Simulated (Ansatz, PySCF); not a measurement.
SbF2, SMILES [F][Sb+][F] (connectivity only; charge and spin as stated), charge +1, multiplicity 1. Atoms are numbered in the order given.

```xyz
3

Sb     0.0000     0.0000     0.2631
F      0.0000    -1.3778    -0.9745
F      0.0000     1.3778    -0.9745
```
Charge +1, spin multiplicity 1.

Geometry: B3LYP-D3(BJ)/def2-TZVP. The spin state was assumed, not searched. The isomer is the one that the SMILES or the coordinates give; other isomers of the formula were not compared. The def2 effective core potentials stand for the cores of Sb; spin–orbit coupling is left out.

Two levels are set side by side: PBE-D3(BJ)/def2-TZVP (Ansatz, an electronic-structure program) and B3LYP-D3(BJ)/def2-TZVP (Ansatz). Each level has its own optimised geometry; the coordinates shown are those of the second. Frequencies come from the Hessian of PySCF at each geometry. Differences are taken from unrounded values.

```tsv
quantity	B3LYP-D3(BJ)
mean bond length (Å)	1.852
bond Sb1–F2 (Å)	1.852
bond Sb1–F3 (Å)	1.852
highest harmonic wavenumber (cm⁻¹)	721
mean harmonic wavenumber (cm⁻¹)	551
zero-point energy (kcal/mol)	2.36
```

### Question
What does PBE-D3(BJ) give, and how far is it from B3LYP-D3(BJ)? (The exact figures need the calculation; the answer reports its results.)

### Answer

```csv
quantity,PBE-D3(BJ),PBE-D3(BJ) minus B3LYP-D3(BJ)
mean bond length (Å),1.867,0.015
bond Sb1–F2 (Å),1.867,0.015
bond Sb1–F3 (Å),1.867,0.015
highest harmonic wavenumber (cm⁻¹),691,-30
mean harmonic wavenumber (cm⁻¹),528,-23
zero-point energy (kcal/mol),2.27,-0.10
```

GGA bonds tend to be longer and softer than those of functionals with exact exchange. Differences between two approximate levels are no errors against the true value.
